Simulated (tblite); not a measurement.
Species: C5H12P2S.
Z-matrix (Å and degrees, GFN2-xTB geometry), rows numbered from 1:
```
C 
P   1  1.8449
C   2  1.8629  1   98.01
C   3  1.5215  2  110.80  1   168.15
P   4  1.8343  3  113.03  2   -66.13
S   5  1.9272  4  115.80  3   179.80
C   5  1.8343  4  105.53  3    50.36
C   7  1.5214  5  113.03  4   -50.36
H   1  1.0884  2  108.81  3  -170.06
H   1  1.0884  2  108.86  3    71.91
H   1  1.0891  2  111.61  3   -49.09
H   3  1.0951  2  109.95  1    45.67
H   3  1.0941  2  107.64  1   -71.95
H   4  1.0967  3  111.71  2   173.62
H   4  1.0966  3  111.37  2    53.51
H   5  1.4064  4  100.79  3   -54.11
H   7  1.0965  5  106.38  4    72.11
H   7  1.0966  5  106.71  4  -173.45
H   8  1.0942  2  107.58  1    71.86
H   8  1.0950  2  109.92  1   -45.71
```

Calculated harmonic vibrations of the isolated species, GFN2-xTB (tblite), most abundant isotopes, no scaling. Against measured fundamentals such values can be off by several per cent, at times by over 20. Modes of hydrogen on phosphorus can be 10 to 20 % off. One conformer, not necessarily the lowest.

Harmonic wavenumbers (cm⁻¹): 63.8, 145.2, 165.6, 178.6, 180.1, 201.9, 216.4, 262.8, 321.4, 344.3, 421.4, 622.8, 637.2, 663.3, 707.3, 736.8, 743.5, 759.2, 797.3, 820.8, 845.6, 870.2, 881.4, 903.9, 930.5, 1038.3, 1043.6, 1055.1, 1069.7, 1117.7, 1140.4, 1239.2, 1248.4, 1251.5, 1253.8, 1321.2, 1414.2, 1419.6, 1430.8, 1439.6, 1440.9, 1452.3, 2166.1, 2906.5, 2910.5, 2914.5, 2919.3, 2922.9, 2924.4, 2945.2, 2945.7, 2987.9, 3014.0, 3017.2.

A = 3121, B = 655.3, C = 582.5 MHz; mass 166.013 u (most abundant isotopes); point group Cs, symmetry number 1.

Question: What is the zero-point energy?

Answer: ½Σν̃ = 34686 cm⁻¹ = 414.94 kJ/mol.

Question: Entropy at 298.15 K, 1 bar (ideal gas, RRHO, classical rotation)?

Answer: Translation 172.61, rotation 125.43, vibration 114.59: S = 412.6 J/(mol K).

Question: And Cp and H(298.15 K) − H(0)?

Answer: Cp = 169.32 J/(mol K), of which vibrations give 136.06 (their classical limit is 54 R = 449.0); H(298.15 K) − H(0) = 29.33 kJ/mol without the zero-point energy, 19.42 from vibrations.

Question: How do the functions run with temperature in this model?

Answer: 
```json
{"T (K)": "100", "S (J/(mol K))": "287.6", "Cp (J/(mol K))": "77.3", "H − H(0) (kJ/mol)": "5.05", "G − H(0) (kJ/mol)": "-23.71", "ln q(vib)": "1.04"}
{"T (K)": "200", "S (J/(mol K))": "355.2", "Cp (J/(mol K))": "122.2", "H − H(0) (kJ/mol)": "15.05", "G − H(0) (kJ/mol)": "-55.98", "ln q(vib)": "3.42"}
{"T (K)": "300", "S (J/(mol K))": "413.7", "Cp (J/(mol K))": "170.2", "H − H(0) (kJ/mol)": "29.65", "G − H(0) (kJ/mol)": "-94.46", "ln q(vib)": "6.00"}
{"T (K)": "500", "S (J/(mol K))": "521.4", "Cp (J/(mol K))": "253.9", "H − H(0) (kJ/mol)": "72.55", "G − H(0) (kJ/mol)": "-188.17", "ln q(vib)": "11.35"}
{"T (K)": "800", "S (J/(mol K))": "659.3", "Cp (J/(mol K))": "331.6", "H − H(0) (kJ/mol)": "161.47", "G − H(0) (kJ/mol)": "-365.99", "ln q(vib)": "19.23"}
{"T (K)": "1000", "S (J/(mol K))": "737.1", "Cp (J/(mol K))": "365.1", "H − H(0) (kJ/mol)": "231.32", "G − H(0) (kJ/mol)": "-505.80", "ln q(vib)": "24.15"}
```

q(vib) and H(0) count from the zero-point level.

Question: Which modes carry the vibrational entropy at 298.15 K?

Answer: 63.8 cm⁻¹: 18.14; 145.2 cm⁻¹: 11.44; 165.6 cm⁻¹: 10.40; 178.6 cm⁻¹: 9.80; 180.1 cm⁻¹: 9.74; 201.9 cm⁻¹: 8.85 J/(mol K); the other 48 give 46.22 together.

Hindered rotation and anharmonicity are outside this model. Other conformers, if any are populated, would add a mixing term that is left out.
